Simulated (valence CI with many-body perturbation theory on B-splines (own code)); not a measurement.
## Ti¹⁷⁺: configurations and terms from energies and g

Calculated by valence CI with perturbative core correlation (CI+MBPT): three valence electrons over a frozen Dirac-Fock core [He], a basis of 11 s, 11 p, 9 d, 7 f, 5 g, 2 h, 1 i functions for each j, with the one-electron correlation potential Σ1, the two-electron term Σ2, the three-electron term Σ3, Breit, model QED; selected CI, second order for the rest (own B-spline code, finite nucleus).

No measured levels were compared; by estimate levels of excited configurations hold to 0.05 to 0.15 % of their energy, terms of the ground configuration to about 0.5 %.

| No. | J | Parity | E (cm⁻¹) | g |
| --- | --- | --- | --- | --- |
| 1 | 1/2 | odd | 0 | 0.662 |
| 2 | 3/2 | odd | 56257 | 1.331 |
| 3 | 1/2 | even | 309530 | 2.655 |
| 4 | 3/2 | even | 333010 | 1.730 |
| 5 | 5/2 | even | 360440 | 1.591 |
| 6 | 3/2 | even | 555990 | 0.808 |
| 7 | 5/2 | even | 561890 | 1.205 |
| 10 | 3/2 | even | 747400 | 1.322 |
| 11 | 3/2 | odd | 962200 | 1.979 |
| 12 | 3/2 | odd | 1079000 | 0.849 |
| 13 | 5/2 | odd | 1089200 | 1.198 |
| 14 | 1/2 | odd | 1209200 | 0.662 |
| 15 | 3/2 | odd | 1228000 | 1.300 |
| 16 | 1/2 | even | 5512900 | 2.001 |

Energies count from the lowest level. Strongly mixed levels and levels close to another of their J and parity are left out, so the numbers can have gaps.

Task: Give configuration and LS term of each level.

Result: 1: 2s2 2p 2P°; 2: 2s2 2p 2P°; 3: 2s 2p2 4P; 4: 2s 2p2 4P; 5: 2s 2p2 4P; 6: 2s 2p2 2D; 7: 2s 2p2 2D; 10: 2s 2p2 2P; 11: 2p3 4S°; 12: 2p3 2D°; 13: 2p3 2D°; 14: 2p3 2P°; 15: 2p3 2P°; 16: 2s2 3s 2S.
